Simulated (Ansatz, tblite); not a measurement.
Forces on the cluster Li4O2⁻ at its r2SCAN-D4/def2-TZVPD geometry. Charge -1, multiplicity 2.

The xTB rows come from tblite. At r2SCAN-D4/def2-TZVPD the highest occupied level of the charge -1 doublet lies above zero (up to 0.82 eV). The electron is either unbound and held by the finite basis, or the level is raised by self-interaction error. At r2SCAN-D4/def2-TZVPD the gap within one spin of the charge -1 doublet nearly closes, so an electron or hole may be smeared out by delocalisation error. The structure comes from a short search, and lower isomers may exist.

GFN1-xTB (tblite), largest force 0.72 eV/Å:

```xyz
6
positions Å, forces eV/Å
Li   -0.211   -1.536    2.698    0.049    0.259   -0.453
Li    0.174   -0.883   -0.491    0.097   -0.620   -0.346
Li    0.132    1.535   -2.703   -0.009   -0.258    0.456
Li   -0.132    0.883    0.494   -0.118    0.620    0.345
O     0.098    0.722   -1.269    0.012    0.199   -0.352
O    -0.061   -0.722    1.271   -0.032   -0.200    0.350
```

GFN2-xTB (tblite), largest force 0.81 eV/Å:

```
Li 0.021 0.114 -0.198
Li 0.064 -0.336 -0.187
Li -0.004 -0.113 0.200
Li -0.053 0.339 0.189
O 0.031 0.398 -0.706
O -0.058 -0.402 0.702
```

r2SCAN-D4/def2-TZVPD (Ansatz), largest force 0.01 eV/Å:

```
Li 0.001 -0.004 0.006
Li -0.002 -0.002 -0.001
Li 0.001 0.003 -0.006
Li -0.002 0.001 0.001
O 0.001 0.000 0.004
O 0.001 0.003 -0.003
```
